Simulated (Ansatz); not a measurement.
A nudged elastic band was laid between two geometries of Cl4Ti + H2 (7 atoms, charge 0, multiplicity 1).

Level of theory: RKS PBE-D4/def2-SVP in Ansatz 0.2.0.

- movable images: 5
- climbing image: yes
- spring: 5.0 eV/Å²
- optimiser: quadratic models (default)
- start path: through a guess of the saddle point
- force threshold: 0.05 eV/Å
- iteration limit: 60
- end points: relaxed

Image 0:

```xyz
7
Properties=species:S:1:pos:R:3
Ti 0.445 0.000 -0.070
Cl 0.549 0.000 2.102
Cl 2.459 0.000 -0.883
Cl -0.603 1.775 -0.754
Cl -0.603 -1.775 -0.754
H -3.094 0.000 1.175
H -2.643 0.000 1.798
```

Image 6:

```xyz
7
Properties=species:S:1:pos:R:3
Ti -0.371 0.000 -0.688
Cl -0.714 0.000 3.570
Cl 1.656 0.000 0.071
Cl -0.988 1.828 -1.665
Cl -0.987 -1.828 -1.666
H -1.283 0.000 0.735
H -0.804 0.000 2.258
```

Q: What changes between the two ends?

A: Bonds broken: Ti1–Cl2, H6–H7. Bonds formed: Ti1–H6, Cl2–H7. Cl4Ti + H2 becomes Cl3HTi + ClH.

Q: What energy profile does the band end with?

A: It converged. The highest image is number 5 of 0 to 6, 1.86 eV above the first end and 0.08 eV above the last; the last end lies 1.78 eV above the first. A vibrational analysis at the climbing image gives 2 clearly imaginary modes (93i, 57i cm⁻¹): a point of higher order, so a lower path passes nearby. The orbitals stay closed-shell, which can raise the energy where a bond breaks towards radicals; this wasn't checked here.

```json
{"image": "0", "path coordinate (Å)": "0.00", "energy (eV)": "0.00", "Ti1–Cl2 (Å)": "2.17", "H6–H7 (Å)": "0.77", "Ti1–H6 (Å)": "3.75"}
{"image": "1", "path coordinate (Å)": "0.69", "energy (eV)": "0.04", "Ti1–Cl2 (Å)": "2.18", "H6–H7 (Å)": "0.77", "Ti1–H6 (Å)": "3.12"}
{"image": "2", "path coordinate (Å)": "1.37", "energy (eV)": "0.20", "Ti1–Cl2 (Å)": "2.21", "H6–H7 (Å)": "0.77", "Ti1–H6 (Å)": "2.52"}
{"image": "3", "path coordinate (Å)": "2.06", "energy (eV)": "0.72", "Ti1–Cl2 (Å)": "2.35", "H6–H7 (Å)": "0.81", "Ti1–H6 (Å)": "2.10"}
{"image": "4", "path coordinate (Å)": "2.75", "energy (eV)": "1.58", "Ti1–Cl2 (Å)": "2.76", "H6–H7 (Å)": "0.99", "Ti1–H6 (Å)": "1.85"}
{"image": "5", "path coordinate (Å)": "3.43", "energy (eV)": "1.86", "Ti1–Cl2 (Å)": "3.36", "H6–H7 (Å)": "1.33", "Ti1–H6 (Å)": "1.72"}
{"image": "6", "path coordinate (Å)": "4.49", "energy (eV)": "1.78", "Ti1–Cl2 (Å)": "4.27", "H6–H7 (Å)": "1.60", "Ti1–H6 (Å)": "1.69"}
```

Q: What is the geometry of the highest image?

A: 
```xyz
7
Properties=species:S:1:pos:R:3
Ti -0.386 0.000 -0.360
Cl -0.188 0.001 2.998
Cl 1.755 0.000 0.059
Cl -0.947 1.778 -1.446
Cl -0.947 -1.778 -1.446
H -1.661 0.000 0.798
H -1.117 0.000 2.013
```

The run took 45 s on 4 threads of Intel(R) Xeon(R) 6975P-C (Granite Rapids), on a shared host, peak memory 0.21 GiB.
